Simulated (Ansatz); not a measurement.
Relaxation of `C#Cc1ccc(C#Cc2ccc(C#Cc3ccc(C#Cc4ccc(C#Cc5ccc(C#Cc6ccccc6)cc5)cc4)cc3)cc2)cc1` with RKS r2SCAN-D4/def2-SVP.

```sh
$ ansatz run in.yaml --threads 4 --pin off --events-out ev --progress --plain --max-ram 46080MiB --backend cuda --devices 0, --max-vram 37GiB
```

```yaml
crystal:
  periodic: [false, false, false]
  atoms:
    - {symbol: C, position_ang: [-20.461490, 0.170430, -0.218570]}
    - {symbol: C, position_ang: [-19.261290, 0.148310, -0.193300]}
    - {symbol: C, position_ang: [-17.847090, 0.123080, -0.160440]}
    - {symbol: C, position_ang: [-17.157220, -1.047380, -0.482020]}
    - {symbol: C, position_ang: [-15.779450, -1.070960, -0.448570]}
    - {symbol: C, position_ang: [-15.063630, 0.075340, -0.094070]}
    - {symbol: C, position_ang: [-13.651470, 0.051610, -0.064450]}
    - {symbol: C, position_ang: [-12.443630, 0.033180, -0.041050]}
    - {symbol: C, position_ang: [-11.031490, 0.011100, -0.013890]}
    - {symbol: C, position_ang: [-10.300900, 0.224440, -1.185500]}
    - {symbol: C, position_ang: [-8.923450, 0.205740, -1.158500]}
    - {symbol: C, position_ang: [-8.246290, -0.028620, 0.040610]}
    - {symbol: C, position_ang: [-6.834790, -0.044990, 0.066590]}
    - {symbol: C, position_ang: [-5.627050, -0.054770, 0.087970]}
    - {symbol: C, position_ang: [-4.215410, -0.063660, 0.105180]}
    - {symbol: C, position_ang: [-3.517890, -1.273550, 0.081000]}
    - {symbol: C, position_ang: [-2.140110, -1.280940, 0.086950]}
    - {symbol: C, position_ang: [-1.429350, -0.078820, 0.127770]}
    - {symbol: C, position_ang: [-0.017300, -0.084270, 0.133290]}
    - {symbol: C, position_ang: [1.191040, -0.085600, 0.131690]}
    - {symbol: C, position_ang: [2.603180, -0.082710, 0.125130]}
    - {symbol: C, position_ang: [3.314730, 0.320380, 1.258090]}
    - {symbol: C, position_ang: [4.692630, 0.324530, 1.248350]}
    - {symbol: C, position_ang: [5.390440, -0.063910, 0.102200]}
    - {symbol: C, position_ang: [6.802360, -0.052850, 0.088770]}
    - {symbol: C, position_ang: [8.010390, -0.045650, 0.074080]}
    - {symbol: C, position_ang: [9.422340, -0.031660, 0.052320]}
    - {symbol: C, position_ang: [10.147890, -1.030390, 0.706570]}
    - {symbol: C, position_ang: [11.525490, -1.017660, 0.681630]}
    - {symbol: C, position_ang: [12.207990, -0.003270, 0.006150]}
    - {symbol: C, position_ang: [13.619670, 0.009230, -0.020430]}
    - {symbol: C, position_ang: [14.827090, 0.019980, -0.047200]}
    - {symbol: C, position_ang: [16.240020, 0.030400, -0.076030]}
    - {symbol: C, position_ang: [16.950670, 0.950650, 0.694860]}
    - {symbol: C, position_ang: [18.331590, 0.956010, 0.665370]}
    - {symbol: C, position_ang: [19.016730, 0.053300, -0.132140]}
    - {symbol: C, position_ang: [18.314980, -0.860840, -0.901670]}
    - {symbol: C, position_ang: [16.933980, -0.878220, -0.875620]}
    - {symbol: C, position_ang: [11.482730, 0.996700, -0.646170]}
    - {symbol: C, position_ang: [10.105060, 0.981300, -0.626000]}
    - {symbol: C, position_ang: [4.679340, -0.464040, -1.031800]}
    - {symbol: C, position_ang: [3.301720, -0.477650, -1.018850]}
    - {symbol: C, position_ang: [-2.127870, 1.130930, 0.155940]}
    - {symbol: C, position_ang: [-3.505440, 1.138770, 0.140250]}
    - {symbol: C, position_ang: [-8.975950, -0.243960, 1.212110]}
    - {symbol: C, position_ang: [-10.353530, -0.223330, 1.185040]}
    - {symbol: C, position_ang: [-15.754870, 1.245950, 0.227780]}
    - {symbol: C, position_ang: [-17.132510, 1.268820, 0.194540]}
    - {symbol: H, position_ang: [-21.510190, 0.188810, -0.240650]}
    - {symbol: H, position_ang: [-17.714150, -1.931890, -0.756700]}
    - {symbol: H, position_ang: [-15.242200, -1.975220, -0.695830]}
    - {symbol: H, position_ang: [-10.825610, 0.405230, -2.112430]}
    - {symbol: H, position_ang: [-8.355510, 0.369010, -2.063230]}
    - {symbol: H, position_ang: [-4.070080, -2.201860, 0.053610]}
    - {symbol: H, position_ang: [-1.599210, -2.215870, 0.062230]}
    - {symbol: H, position_ang: [2.775220, 0.625120, 2.143340]}
    - {symbol: H, position_ang: [5.244200, 0.630790, 2.125580]}
    - {symbol: H, position_ang: [9.618760, -1.814310, 1.228980]}
    - {symbol: H, position_ang: [12.089740, -1.789800, 1.184440]}
    - {symbol: H, position_ang: [16.410350, 1.651650, 1.314060]}
    - {symbol: H, position_ang: [18.876810, 1.668300, 1.267290]}
    - {symbol: H, position_ang: [20.096340, 0.061400, -0.153000]}
    - {symbol: H, position_ang: [18.848090, -1.563510, -1.525520]}
    - {symbol: H, position_ang: [16.381250, -1.589970, -1.471150]}
    - {symbol: H, position_ang: [12.014030, 1.778860, -1.169020]}
    - {symbol: H, position_ang: [9.541990, 1.752090, -1.132700]}
    - {symbol: H, position_ang: [5.220620, -0.763990, -1.917560]}
    - {symbol: H, position_ang: [2.751700, -0.789490, -1.895020]}
    - {symbol: H, position_ang: [-1.577550, 2.060140, 0.184270]}
    - {symbol: H, position_ang: [-4.047730, 2.073220, 0.153630]}
    - {symbol: H, position_ang: [-8.449270, -0.424570, 2.138380]}
    - {symbol: H, position_ang: [-10.919620, -0.388460, 2.090430]}
    - {symbol: H, position_ang: [-15.199380, 2.131700, 0.500770]}
    - {symbol: H, position_ang: [-17.671180, 2.172130, 0.441810]}
basis:
  gaussian: {orbitals: def2-SVP, fitting: {mean_field: def2-universal-jkfit}}
hamiltonian: {xc: r2scan, dispersion: d4}
scf: {lower_state_search: "off"}
output: {orbitals: {seedname: orbitals}}
relax: {f_tol: 0.03, max_steps: 70}
```

Hardware: 4 threads of AMD EPYC 7R13 on a shared host and a share (37 GiB) of an NVIDIA H100 80GB HBM3. Wall time 2.8 min, peak host memory 1.4 GiB.

Positions (Å) and forces (eV/Å) at steps 1, 2, 3 of 30:

```xyz
74
step=1 energy=-50124.8623 eV
C   -20.461    0.170   -0.219   -0.822    0.013   -0.020
C   -19.261    0.148   -0.193    1.326   -0.023    0.032
C   -17.847    0.123   -0.160   -0.461    0.007   -0.014
C   -17.157   -1.047   -0.482    0.075   -0.196   -0.053
C   -15.779   -1.071   -0.449   -0.085   -0.198   -0.065
C   -15.064    0.075   -0.094    0.440   -0.012    0.006
C   -13.651    0.052   -0.064   -1.106    0.018   -0.018
C   -12.444    0.033   -0.041    1.107   -0.022    0.022
C   -11.031    0.011   -0.014   -0.433    0.009   -0.006
C   -10.301    0.224   -1.185    0.075    0.036   -0.203
C    -8.923    0.206   -1.159   -0.070    0.034   -0.197
C    -8.246   -0.029    0.041    0.439   -0.006    0.006
C    -6.835   -0.045    0.067   -1.111    0.009   -0.007
C    -5.627   -0.055    0.088    1.111   -0.014    0.015
C    -4.215   -0.064    0.105   -0.440    0.004   -0.007
C    -3.518   -1.274    0.081    0.074   -0.208   -0.006
C    -2.140   -1.281    0.087   -0.071   -0.210   -0.003
C    -1.429   -0.079    0.128    0.447    0.002   -0.005
C    -0.017   -0.084    0.133   -1.113   -0.005   -0.001
C     1.191   -0.086    0.132    1.119   -0.003    0.011
C     2.603   -0.083    0.125   -0.442    0.006   -0.004
C     3.315    0.320    1.258    0.073    0.064    0.199
C     4.693    0.325    1.248   -0.076    0.068    0.197
C     5.390   -0.064    0.102    0.446   -0.002   -0.002
C     6.802   -0.053    0.089   -1.119   -0.013    0.017
C     8.010   -0.046    0.074    1.122    0.011   -0.015
C     9.422   -0.032    0.052   -0.441   -0.007    0.006
C    10.148   -1.030    0.707    0.078   -0.171    0.117
C    11.525   -1.018    0.682   -0.077   -0.170    0.111
C    12.208   -0.003    0.006    0.451    0.004   -0.012
C    13.620    0.009   -0.020   -1.111   -0.005    0.020
C    14.827    0.020   -0.047    1.088    0.000   -0.019
C    16.240    0.030   -0.076   -0.421    0.000    0.003
C    16.951    0.951    0.695    0.059    0.189    0.161
C    18.332    0.956    0.665    0.105    0.134    0.105
C    19.017    0.053   -0.132    0.218    0.002   -0.001
C    18.315   -0.861   -0.902    0.104   -0.129   -0.111
C    16.934   -0.878   -0.876    0.055   -0.192   -0.157
C    11.483    0.997   -0.646   -0.084    0.172   -0.111
C    10.105    0.981   -0.626    0.071    0.171   -0.115
C     4.679   -0.464   -1.032   -0.078   -0.065   -0.192
C     3.302   -0.478   -1.019    0.073   -0.074   -0.197
C    -2.128    1.131    0.156   -0.073    0.211    0.013
C    -3.505    1.139    0.140    0.078    0.202    0.006
C    -8.976   -0.244    1.212   -0.079   -0.041    0.197
C   -10.354   -0.223    1.185    0.065   -0.038    0.206
C   -15.755    1.246    0.228   -0.084    0.192    0.055
C   -17.133    1.269    0.195    0.071    0.200    0.061
H   -21.510    0.189   -0.241   -1.067    0.020   -0.024
H   -17.714   -1.932   -0.757   -0.228   -0.357   -0.108
H   -15.242   -1.975   -0.696    0.231   -0.367   -0.103
H   -10.826    0.405   -2.112   -0.235    0.073   -0.379
H    -8.356    0.369   -2.063    0.234    0.073   -0.366
H    -4.070   -2.202    0.054   -0.233   -0.382   -0.014
H    -1.599   -2.216    0.062    0.238   -0.383   -0.004
H     2.775    0.625    2.143   -0.239    0.122    0.355
H     5.244    0.631    2.126    0.235    0.130    0.355
H     9.619   -1.814    1.229   -0.234   -0.317    0.216
H    12.090   -1.790    1.184    0.236   -0.319    0.208
H    16.410    1.652    1.314   -0.243    0.299    0.261
H    18.877    1.668    1.267    0.256    0.333    0.278
H    20.096    0.061   -0.153    0.515    0.006   -0.013
H    18.848   -1.564   -1.526    0.243   -0.330   -0.285
H    16.381   -1.590   -1.471   -0.251   -0.298   -0.255
H    12.014    1.779   -1.169    0.223    0.323   -0.214
H     9.542    1.752   -1.133   -0.238    0.310   -0.201
H     5.221   -0.764   -1.918    0.231   -0.125   -0.360
H     2.752   -0.789   -1.895   -0.244   -0.125   -0.355
H    -1.578    2.060    0.184    0.245    0.382    0.013
H    -4.048    2.073    0.154   -0.229    0.383    0.015
H    -8.449   -0.425    2.138    0.218   -0.074    0.371
H   -10.920   -0.388    2.090   -0.247   -0.067    0.368
H   -15.199    2.132    0.501    0.235    0.356    0.112
H   -17.671    2.172    0.442   -0.227    0.375    0.104
74
step=2 energy=-50125.2343 eV
C   -20.619    0.173   -0.222    0.241   -0.006    0.003
C   -19.401    0.150   -0.195   -0.149    0.002    0.003
C   -17.979    0.125   -0.162   -0.209    0.002   -0.007
C   -17.279   -1.052   -0.487    0.061   -0.058   -0.017
C   -15.893   -1.076   -0.456   -0.087   -0.071   -0.025
C   -15.168    0.076   -0.097    0.191   -0.004    0.004
C   -13.750    0.052   -0.066    0.057    0.003   -0.001
C   -12.527    0.033   -0.042   -0.071   -0.003    0.001
C   -11.109    0.011   -0.014   -0.193    0.002   -0.002
C   -10.370    0.227   -1.193    0.065    0.014   -0.072
C    -8.985    0.208   -1.165   -0.071    0.020   -0.069
C    -8.300   -0.029    0.041    0.188   -0.005    0.000
C    -6.883   -0.046    0.067    0.048    0.002    0.010
C    -5.661   -0.056    0.089   -0.054   -0.003   -0.009
C    -4.244   -0.065    0.106   -0.191    0.002    0.004
C    -3.539   -1.283    0.079    0.064   -0.073   -0.005
C    -2.154   -1.290    0.087   -0.070   -0.078   -0.009
C    -1.437   -0.080    0.129    0.195    0.002    0.011
C    -0.020   -0.085    0.134    0.032   -0.005   -0.005
C     1.202   -0.087    0.133   -0.030    0.003    0.007
C     2.619   -0.083    0.126   -0.192   -0.008    0.000
C     3.337    0.322    1.266    0.073    0.035    0.072
C     4.722    0.328    1.257   -0.066    0.023    0.071
C     5.427   -0.067    0.104    0.194    0.008   -0.004
C     6.845   -0.055    0.090    0.050   -0.008    0.003
C     8.067   -0.047    0.075   -0.042    0.006   -0.001
C     9.484   -0.032    0.053   -0.192   -0.001    0.005
C    10.218   -1.037    0.712    0.081   -0.065    0.043
C    11.603   -1.025    0.685   -0.062   -0.056    0.036
C    12.294   -0.004    0.004    0.203    0.004    0.000
C    13.713    0.009   -0.022    0.085    0.002   -0.009
C    14.935    0.020   -0.049   -0.084   -0.005    0.006
C    16.356    0.032   -0.078   -0.164    0.001    0.004
C    17.075    0.961    0.695    0.062    0.071    0.049
C    18.465    0.968    0.664    0.024    0.029    0.022
C    19.156    0.055   -0.134    0.066    0.002   -0.002
C    18.449   -0.870   -0.904    0.026   -0.030   -0.020
C    17.058   -0.887   -0.879    0.062   -0.067   -0.056
C    11.560    1.002   -0.651   -0.065    0.056   -0.036
C    10.174    0.987   -0.630    0.076    0.063   -0.042
C     4.709   -0.471   -1.037   -0.066   -0.029   -0.066
C     3.324   -0.483   -1.025    0.072   -0.025   -0.077
C    -2.141    1.138    0.162   -0.071    0.080    0.002
C    -3.527    1.145    0.147    0.065    0.070    0.007
C    -9.038   -0.248    1.219   -0.077   -0.013    0.068
C   -10.423   -0.226    1.192    0.060   -0.016    0.073
C   -15.868    1.253    0.229   -0.087    0.067    0.019
C   -17.254    1.277    0.196    0.059    0.062    0.022
H   -21.687    0.191   -0.245   -0.220    0.005   -0.006
H   -17.838   -1.945   -0.764   -0.063   -0.093   -0.030
H   -15.351   -1.987   -0.708    0.051   -0.092   -0.026
H   -10.899    0.410   -2.127   -0.067    0.019   -0.094
H    -8.412    0.378   -2.077    0.056    0.015   -0.091
H    -4.095   -2.219    0.048   -0.063   -0.094   -0.003
H    -1.607   -2.233    0.063    0.064   -0.092   -0.004
H     2.792    0.631    2.158   -0.065    0.029    0.085
H     5.279    0.641    2.140    0.065    0.029    0.088
H     9.683   -1.825    1.241   -0.058   -0.078    0.052
H    12.171   -1.803    1.193    0.065   -0.081    0.053
H    16.529    1.671    1.316   -0.059    0.072    0.064
H    19.015    1.690    1.268    0.068    0.085    0.068
H    20.246    0.064   -0.156    0.137    0.000   -0.001
H    18.986   -1.584   -1.529    0.063   -0.083   -0.073
H    16.500   -1.605   -1.478   -0.061   -0.075   -0.058
H    12.094    1.792   -1.178    0.061    0.082   -0.055
H     9.606    1.765   -1.139   -0.058    0.076   -0.050
H     5.255   -0.776   -1.929    0.064   -0.031   -0.088
H     2.768   -0.797   -1.908   -0.066   -0.031   -0.084
H    -1.586    2.074    0.195    0.066    0.091    0.004
H    -4.073    2.088    0.169   -0.062    0.094    0.002
H    -8.506   -0.431    2.153    0.053   -0.019    0.092
H   -10.994   -0.393    2.105   -0.069   -0.017    0.091
H   -15.308    2.145    0.507    0.053    0.089    0.028
H   -17.795    2.188    0.448   -0.062    0.098    0.027
74
step=3 energy=-50125.2730 eV
C   -20.683    0.173   -0.222   -0.377    0.006   -0.009
C   -19.467    0.151   -0.195    0.191   -0.004    0.005
C   -18.044    0.126   -0.163    0.048    0.001    0.001
C   -17.336   -1.051   -0.494   -0.105    0.014    0.002
C   -15.949   -1.075   -0.464    0.102    0.009    0.005
C   -15.216    0.077   -0.099   -0.093    0.000   -0.002
C   -13.796    0.052   -0.068   -0.003    0.001   -0.001
C   -12.572    0.033   -0.042    0.001   -0.001    0.001
C   -11.152    0.011   -0.014    0.066    0.000    0.001
C   -10.405    0.231   -1.193   -0.103   -0.001    0.008
C    -9.019    0.213   -1.166    0.097   -0.003    0.008
C    -8.325   -0.029    0.042   -0.080    0.001   -0.001
C    -6.906   -0.045    0.069   -0.007    0.001    0.002
C    -5.683   -0.057    0.089    0.005   -0.001   -0.001
C    -4.263   -0.066    0.107    0.069   -0.001    0.001
C    -3.549   -1.285    0.067   -0.100    0.008   -0.001
C    -2.163   -1.292    0.075    0.103    0.007    0.001
C    -1.437   -0.080    0.130   -0.081    0.000   -0.002
C    -0.018   -0.086    0.135   -0.006    0.000    0.000
C     1.206   -0.087    0.134    0.007    0.001    0.000
C     2.624   -0.083    0.127    0.082    0.002    0.000
C     3.351    0.330    1.266   -0.106   -0.003   -0.005
C     4.737    0.333    1.257    0.104   -0.001   -0.008
C     5.451   -0.068    0.105   -0.072   -0.001    0.001
C     6.871   -0.056    0.091   -0.004   -0.002    0.000
C     8.094   -0.046    0.076    0.006    0.002    0.000
C     9.513   -0.032    0.053    0.086   -0.001   -0.001
C    10.255   -1.038    0.712   -0.103    0.006   -0.002
C    11.642   -1.026    0.685    0.105    0.009   -0.008
C    12.342   -0.005    0.004   -0.069   -0.001    0.001
C    13.762    0.008   -0.023   -0.002    0.001   -0.001
C    14.986    0.019   -0.048    0.022    0.000    0.002
C    16.409    0.032   -0.077    0.057    0.000   -0.002
C    17.134    0.974    0.684   -0.056   -0.003   -0.002
C    18.527    0.980    0.653    0.033    0.001   -0.002
C    19.221    0.056   -0.135    0.012    0.001    0.000
C    18.511   -0.881   -0.895    0.032   -0.001    0.000
C    17.118   -0.898   -0.868   -0.055    0.002    0.005
C    11.599    1.004   -0.652    0.106   -0.008    0.004
C    10.212    0.988   -0.630   -0.103   -0.008    0.006
C     4.724   -0.479   -1.035    0.103    0.004    0.006
C     3.338   -0.490   -1.024   -0.105    0.000    0.007
C    -2.151    1.138    0.176    0.104   -0.008    0.003
C    -3.537    1.146    0.161   -0.101   -0.006   -0.001
C    -9.072   -0.251    1.221    0.100    0.000   -0.005
C   -10.458   -0.230    1.194   -0.103    0.003   -0.011
C   -15.925    1.253    0.234    0.103   -0.011    0.000
C   -17.311    1.278    0.202   -0.104   -0.013   -0.006
H   -21.761    0.191   -0.247    0.166   -0.003    0.004
H   -17.898   -1.945   -0.776    0.011   -0.005   -0.002
H   -15.405   -1.988   -0.721   -0.022   -0.003   -0.003
H   -10.938    0.417   -2.129    0.013    0.002   -0.004
H    -8.444    0.385   -2.079   -0.020    0.002   -0.005
H    -4.108   -2.223    0.027    0.016   -0.004   -0.003
H    -1.613   -2.236    0.042   -0.018   -0.005   -0.003
H     2.801    0.643    2.158    0.019    0.003    0.004
H     5.296    0.651    2.141   -0.015    0.003    0.003
H     9.718   -1.829    1.242    0.021   -0.004    0.002
H    12.212   -1.808    1.194   -0.011   -0.004    0.003
H    16.585    1.693    1.298    0.019    0.004   -0.001
H    19.077    1.713    1.250    0.010    0.006    0.001
H    20.315    0.065   -0.158   -0.016    0.000    0.000
H    19.048   -1.605   -1.514    0.009   -0.006   -0.001
H    16.556   -1.626   -1.459    0.020   -0.004    0.000
H    12.135    1.796   -1.181   -0.011    0.003   -0.002
H     9.642    1.768   -1.141    0.020    0.005   -0.003
H     5.273   -0.789   -1.928   -0.015   -0.003   -0.004
H     2.778   -0.809   -1.907    0.019   -0.003   -0.004
H    -1.592    2.077    0.217   -0.019    0.005    0.002
H    -4.087    2.090    0.190    0.015    0.004    0.003
H    -8.538   -0.438    2.156   -0.020   -0.001    0.004
H   -11.032   -0.400    2.108    0.013   -0.002    0.004
H   -15.361    2.147    0.516   -0.021    0.005    0.002
H   -17.854    2.191    0.459    0.011    0.003    0.003
```

Single mean-field runs in def2-SVP are fitted with def2-universal-jkfit.
